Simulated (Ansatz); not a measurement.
Energy needed to pull apart GaBH$_{2}$F$_{2}$ (SMILES F[B](F)[GaH2]), singlet, into free ground-state atoms, from the structure below (displaced at random from a GFN2-xTB minimum); no zero-point or spin–orbit terms; open-shell atoms are treated unrestricted, in their ground-state multiplicity.

```xyz
6
angstrom
F 1.2917 -1.6648 -0.1488
B 0.2761 -1.0011 0.3846
F -0.3801 -1.5733 1.3973
Ga -0.2486 0.9118 -0.3413
H 0.5816 1.7694 -1.5322
H -1.4545 1.7411 0.3061
```

Ansatz 0.2.0; basis: def2-TZVPP; cores frozen in the correlated methods. Filled d shells of the heavier atoms are correlated. The def2 sets are not built for correlating such inner shells, so the correlated values are less sure here.

```tsv
method	atomization energy (eV)
PBE-D4	21.46
BLYP-D4	?
r2SCAN-D4	21.27
PBE0-D4	20.96
LC-wPBE	21.27
wB97M-V	21.10
HF	15.93
MP2	21.40
CCSD	?
CCSD(T)	20.71
```

What does CCSD give? (Judge from chemistry; the value comes from the calculation.)

Computed: 20.39 eV, which is about 0.32 eV less than CCSD(T)/def2-TZVPP.

What does BLYP-D4 give? (An estimate is asked for; the value comes from the calculation.)

The calculation gives: 20.98 eV, which is about 0.27 eV more than CCSD(T)/def2-TZVPP.

In triple zeta the MP2 and coupled-cluster atomization energies are still short of their basis limit by a few kcal/mol a bond, whereas those of the functionals are nearly converged, so these differences are not deviations from converged CCSD(T).

T1 diagnostic: at most 0.015.

For scale, one of the runs: CCSD(T)/def2-TZVPP forces, 169 basis functions (an equivalent command: `ansatz run in.yaml --threads 4`). Time: 3.8 min of wall clock on 4 CPU threads; the host was shared. Peak host memory: 2.8 GiB.
